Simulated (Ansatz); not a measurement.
One geometry of Zr4O10H4, several levels of theory.

```yaml
crystal:
  periodic: [false, false, false]
  atoms:
    - {symbol: Zr, position_ang: [1.945908, 0.713662, 0.081716]}
    - {symbol: Zr, position_ang: [-1.395226, 1.504192, -0.334373]}
    - {symbol: Zr, position_ang: [-0.907426, -1.176398, 1.552769]}
    - {symbol: Zr, position_ang: [0.137823, -1.327191, -1.849465]}
    - {symbol: O, position_ang: [0.681009, 2.265018, -0.625085]}
    - {symbol: O, position_ang: [0.513714, -0.169255, 2.636527]}
    - {symbol: O, position_ang: [2.121376, -1.134601, -0.962312]}
    - {symbol: O, position_ang: [-1.943109, 0.723037, 1.580290]}
    - {symbol: O, position_ang: [-2.503852, -0.143395, 0.479671]}
    - {symbol: O, position_ang: [1.202188, -0.703454, 1.444806]}
    - {symbol: O, position_ang: [-0.978027, 0.291740, -1.818673]}
    - {symbol: O, position_ang: [0.372940, 1.942592, 0.818654]}
    - {symbol: O, position_ang: [1.911887, 0.023061, -1.902244]}
    - {symbol: O, position_ang: [-0.547984, -2.077459, -0.222446]}
    - {symbol: H, position_ang: [-1.522577, -2.522069, 2.689204]}
    - {symbol: H, position_ang: [3.613862, 1.344402, 0.593268]}
    - {symbol: H, position_ang: [-2.520920, 2.900246, -0.844130]}
    - {symbol: H, position_ang: [-0.181575, -2.454156, -3.318168]}
basis:
  gaussian: {orbitals: def2-TZVP, initial_orbitals: start.molden}
hamiltonian: {xc: pbe, dispersion: d4}
scf: {omitted_lower_state_checks: [starts]}
output: {forces: true, orbitals: {seedname: orbitals}}
```

The file start.molden holds the orbitals of an earlier run on this structure, at another level or in another basis.

```sh
$ ansatz run in.yaml --threads 4 --pin off --events-out ev --progress --plain --max-ram 6963MiB
```

Output, abridged:

```
Functional definition: PBE
2970 factors; their error is unknown
mean field evaluation 1: about -25656.8208 eV, gradient 1.8e1 eV
mean field evaluation 2: about -25657.4186 eV, gradient 6.1e-1 eV
mean field evaluation 4: about -25657.3915 eV, gradient 4.6e-1 eV
mean field evaluation 8: about -25657.3918 eV, gradient 2.3e-5 eV
mean field -25657.39175108 eV, -942.8917556473 hartree, gradient 2.3e-5 eV, S^2 0.000000; 0 other end points of the search recorded, 0 dependent functions left out
reference -25657.39187390 eV, -942.8917601611 hartree; 66, 66 occupied and 428, 428 virtual orbitals, 2970 factors
Total energy: -25658.20158663 eV, -942.9215165549 hartree
Atom 0 at     1.945908     0.713662     0.081716 Å, force    -0.143706     0.005192    -0.076674 eV/Å
Atom 1 at    -1.395226     1.504192    -0.334373 Å, force     0.114325    -0.080732     0.089581 eV/Å
Atom 2 at    -0.907426    -1.176398     1.552769 Å, force     0.022371     0.106799    -0.074613 eV/Å
Atom 3 at     0.137823    -1.327191    -1.849465 Å, force     0.031186     0.082966     0.123103 eV/Å
Atom 4 at     0.681009     2.265018    -0.625085 Å, force    -0.011273    -0.007109     0.082555 eV/Å
Atom 5 at     0.513714    -0.169255     2.636527 Å, force     0.018007    -0.001159     0.034959 eV/Å
Atom 6 at     2.121376    -1.134601    -0.962312 Å, force    -0.024368     0.049600    -0.043296 eV/Å
Atom 7 at    -1.943109     0.723037     1.580290 Å, force    -0.042455    -0.044024    -0.066950 eV/Å
Atom 8 at    -2.503852    -0.143395     0.479671 Å, force     0.036604     0.032789     0.061629 eV/Å
Atom 9 at     1.202188    -0.703454     1.444806 Å, force    -0.017755    -0.040516     0.017063 eV/Å
Atom 10 at    -0.978027     0.291740    -1.818673 Å, force    -0.015613    -0.007362    -0.052846 eV/Å
Atom 11 at     0.372940     1.942592     0.818654 Å, force     0.016993     0.009606    -0.105109 eV/Å
Atom 12 at     1.911887     0.023061    -1.902244 Å, force     0.016836    -0.053673     0.055824 eV/Å
Atom 13 at    -0.547984    -2.077459    -0.222446 Å, force     0.006215    -0.052283    -0.033655 eV/Å
Atom 14 at    -1.522577    -2.522069     2.689204 Å, force    -0.001975     0.001414    -0.004976 eV/Å
Atom 15 at     3.613862     1.344402     0.593268 Å, force     0.002476    -0.002180     0.002116 eV/Å
Atom 16 at    -2.520920     2.900246    -0.844130 Å, force    -0.001467     0.002326    -0.005910 eV/Å
Atom 17 at    -0.181575    -2.454156    -3.318168 Å, force    -0.006400    -0.001653    -0.002801 eV/Å
Dipole moment:     0.159186     0.217621    -0.225979 e Å
Checks for a lower state left out: starts
```

Run time 14 s (4 threads of Intel Xeon Platinum 8488C on a shared host), peak host memory 1.7 GiB.

First input, but with `hamiltonian: {xc: r2scan, dispersion: d4}`, `output: {orbitals: {seedname: orbitals}}` (abridged; 22 s):

```
Functional definition: r2SCAN
mean field -25669.85987851 eV, -943.3499508794 hartree, gradient 1.1e-5 eV, S^2 0.000000
Total energy: -25670.07761675 eV, -943.3579526119 hartree
Checks for a lower state left out: starts
```

The first input with `hamiltonian: {xc: pbe0, dispersion: d4}`, `output: {orbitals: {seedname: orbitals}}` (abridged; 35 s):

```
Functional definition: PBE0
mean field -25652.26111956 eV, -942.7032084168 hartree, gradient 1.8e-5 eV, S^2 0.000000
Total energy: -25652.97209265 eV, -942.7293361957 hartree
Checks for a lower state left out: starts
```

Geometry: PBE-D4/def2-SVP.

In the def2 sets Zr takes a core potential; there is no spin–orbit coupling. The structure holds 4 bonds between oxygen atoms, so isomers without such links may lie far lower. Another isomer (singlet) lies 4.20 eV lower at PBE0-D4/def2-TZVP; other spin states weren't run for this one.
